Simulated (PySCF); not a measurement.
Dissociation curve of SMILES [BeH2] (H2Be). The Be1–H3 bond (Be1 also carries H; H3 carries nothing else) is pulled apart rigidly from the PBE0/def2-TZVP optimised geometry.

UHF/cc-pVDZ (PySCF); RKS-PBE0 = restricted PBE0/cc-pVDZ in PySCF; CASSCF(2,2)/cc-pVDZ (PySCF); UCCSD(T) = CCSD(T) on UHF/cc-pVDZ in PySCF.

Energies relative to the lowest point of each curve near equilibrium, in kcal/mol:

```json
[
 {"R / Å": "1.20", "UHF": "4.3", "RKS-PBE0": "4.3", "CASSCF(2,2)": "5.3"},
 {"R / Å": "1.31", "UHF": "0.2", "RKS-PBE0": "0.2", "CASSCF(2,2)": "0.4"},
 {"R / Å": "1.34", "UHF": "0.0", "RKS-PBE0": "0.0", "CASSCF(2,2)": "0.0"},
 {"R / Å": "1.38", "UHF": "0.3", "RKS-PBE0": "0.2", "CASSCF(2,2)": "0.0"},
 {"R / Å": "1.43", "UHF": "1.3", "RKS-PBE0": "1.2", "CASSCF(2,2)": "0.6"},
 {"R / Å": "1.48", "UHF": "3.0", "RKS-PBE0": "2.7", "CASSCF(2,2)": "1.8"},
 {"R / Å": "1.65", "UHF": "12.0", "RKS-PBE0": "11.1", "CASSCF(2,2)": "8.9"},
 {"R / Å": "1.80", "UHF": "22.4", "RKS-PBE0": "20.7", "CASSCF(2,2)": "17.2"},
 {"R / Å": "2.00", "UHF": "37.6", "RKS-PBE0": "34.7", "CASSCF(2,2)": "29.3"},
 {"R / Å": "2.20", "UHF": "51.9", "RKS-PBE0": "48.5", "CASSCF(2,2)": "40.8"},
 {"R / Å": "2.65", "UHF": "67.3", "RKS-PBE0": "76.0", "CASSCF(2,2)": "61.6"},
 {"R / Å": "4.68", "UHF": "74.2", "RKS-PBE0": "133.8", "CASSCF(2,2)": "82.3"}
]
```

Problem. Predict the corresponding UCCSD(T) column.

Solution. 1.20: 4.2; 1.31: 0.1; 1.34: 0.0; 1.38: 0.3; 1.43: 1.3; 1.48: 2.9; 1.65: 11.5; 1.80: 21.1; 2.00: 34.7; 2.20: 47.8; 2.65: 71.1; 4.68: 92.8 (kcal/mol).

The unrestricted determinant behind UHF, UCCSD(T) is spin-contaminated at 2.20 to 4.68 Å (<S²> up to 1.0, against 0.00 for a pure singlet). At the longest distance RKS-PBE0 leaves fractional charges on the fragments, a sign of delocalisation error or of the restricted form. The restricted form behind RKS-PBE0 keeps the bonding electrons paired and can't separate into open-shell fragments.
